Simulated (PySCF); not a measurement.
Computed IR spectrum (relative IR intensity) of a molecule C2H8OSn. Coordinates come from a PBE-D3(BJ)/def2-SVP optimisation. The def2 effective core potentials stand for the cores of Sn; spin–orbit coupling is left out. The values are those of a single conformer. The numbers are results of PBE-D3(BJ)/def2-SVP run with PySCF 2.14.0, not measurements. Frequencies are harmonic and unscaled.

Lines under 2 % of the strongest are left out, and lines within 2 cm⁻¹ are merged.

ν (cm⁻¹): 152 (vw), 204 (vw), 354 (m), 496 (w), 503 (m), 534 (m), 581 (s), 660 (s), 736 (s), 755 (m), 1091 (vs), 1414 (vw), 1417 (vw), 1429 (m), 1815 (vs), 1873 (vs), 2860 (s), 2910 (m), 2985 (m) (against the strongest line: vs over 80 %, s over 45 %, m over 15 %, w over 4 %, vw less)

Task: Pick the molecule that these values belong to.
(A) C[CH2][SnH2][OH]
(B) CC[O][SnH3]
(C) [CH3][SnH]([CH3])[OH]
(D) C[O][SnH2][CH3]

Result: D, C[O][SnH2][CH3]
